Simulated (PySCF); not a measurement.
**How the method changes the constants of CaAl⁺**

State: ¹Σ⁺ (singlet), closed shell. Set-up: Ca 6-31G(d,p), Al 6-31G(d,p); no relativity (PySCF 2.14). De refers to Ca + Al⁺ in their ground configurations, without counterpoise correction. A positive dipole points towards Al; it is taken about the centre of mass and depends on that origin.

```tsv
Level	Re (Å)	ωe (cm⁻¹)	De (eV)	μ (D)	CPU s a point (SCF and correlation, without the integrals)
RHF-MP2	3.541	152	1.14	n/a	0.06
RHF-SCS-MP2	3.558	149	1.11	n/a	n/a
RHF-CCSD	3.512	157	1.19	n/a	n/a
RHF-CCSD(T)	3.502	158	1.25	n/a	0.38
PBE	3.481	159	1.68	-2.07	0.26
BP86	3.487	157	1.61	-1.89	0.2
TPSS	3.470	163	1.77	-2.89	0.38
r²SCAN	3.482	163	1.70	-2.60	0.35
PBE0	3.477	163	1.59	-2.44	0.69
r²SCAN0	3.483	164	1.58	-2.63	0.4
ωB97X	3.451	170	1.35	-2.67	0.59
```

Q: Which functional lies closest to RHF-CCSD(T) in De, which farthest, and by how much do they differ from it?

A: Closest is ωB97X (-5.1 pm in Re, +7.6 % in ωe, +0.10 eV in De against RHF-CCSD(T) in the same basis), farthest TPSS (-3.2 pm in Re, +3.2 % in ωe, +0.52 eV in De). CCSD(T) converges more slowly with the basis than the functionals do and binds too weakly in this one, so the order can change at the basis-set limit.

Q: What does a quarter of exact exchange do here, going from PBE to PBE0?

A: PBE0 less PBE: -0.4 pm in Re, +2.5 % in ωe, -0.09 eV in De. Exact exchange removes part of the self-interaction that spreads semilocal densities, and in most molecules shortens and stiffens the bond and lowers De; so it does here.

Q: What does the step from GGA to meta-GGA do here, going from PBE to r²SCAN?

A: r²SCAN less PBE: +0.1 pm in Re, +2.5 % in ωe, +0.02 eV in De. 

Correlated steps freeze 10 core orbitals. Closed-shell solutions of metal pairs were not tested for spin polarisation, which can lower them a little. Correlated levels converge slowly with the basis: in double zeta they bind strong bonds too weakly, by up to about 1 eV, and carry superposition errors of some tenths. For an ion De counts to the pair picked by the measured ionisation energies or electron affinities, which need not be the lowest pair at this level.

The whole job (state search and all levels along the bond) took about 1.1 min on 1 thread of AMD EPYC 9R45 96-Core (shared host), peak memory 0.63 GiB.
